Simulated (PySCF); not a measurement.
Peak assignment

Geometry:
```tsv
atom	x (Å)	y (Å)	z (Å)
F1	2.647	0.457	-0.657
C2	2.059	0.088	0.523
C3	0.620	0.013	0.383
C4	-0.566	-0.028	0.209
C5	-2.013	-0.099	0.055
F6	-2.376	-0.991	-0.876
F7	-2.613	-0.463	1.200
F8	-2.540	1.079	-0.304
H9	2.326	0.842	1.273
H10	2.465	-0.893	0.800
```

PySCF 2.14.0 with density-fitted response routines calculation with structure optimised with GFN2-xTB, shieldings: GIAO PBE0/pcSseg-1 and spin–spin couplings from B3LYP/pcJ-1 (spin–dipole term only in couplings to heteroatoms); in vacuum, one computed conformer, averaged over atoms made equivalent by symmetry, fast rotation or ring inversion, non-relativistic.

δ = σ(ref) − σ, references computed at the same level: TMS for 13C (σ = 186.93 ppm).

Task: Assign these signals to the numbered atoms. 13C{1H} NMR (computed): δ 123.4 (q, J = 326.7 Hz), 89.8 (dq, J = 15.8, 4.2 Hz), 84.7 (qd, J = 53.8, 10.8 Hz), 72.1 (d, J = 233.5 Hz).

Result: 
```tsv
δ (ppm)	atoms	environment	reason
123.4	C5	CF3 carbon	3 electronegative neighbours deshield it
89.8	C3	alkyne carbon	sp carbons lie upfield of alkene carbons because the cylindrical π system leaves one tensor component strongly shielded
84.7	C4	alkyne carbon	–
72.1	C2	propargylic sp3 CH2 bonded to F	deshielded by the electronegative neighbour
```

C–F couplings over four or more bonds (about 3 Hz to the para carbon of a fluoroarene) are left out. Common functionals overestimate the size of one-bond C–F couplings by tens of Hz; these are unscaled. Shifts are as computed. Against solution values, carbons near 30 ppm lie about +3 ppm off and those near 130 ppm about +5 ppm. Of 1211 compounds with measured shifts, 218 miss one by over three times the rms of a fit or turn the order of signals round; such compounds aren't used in these exercises.
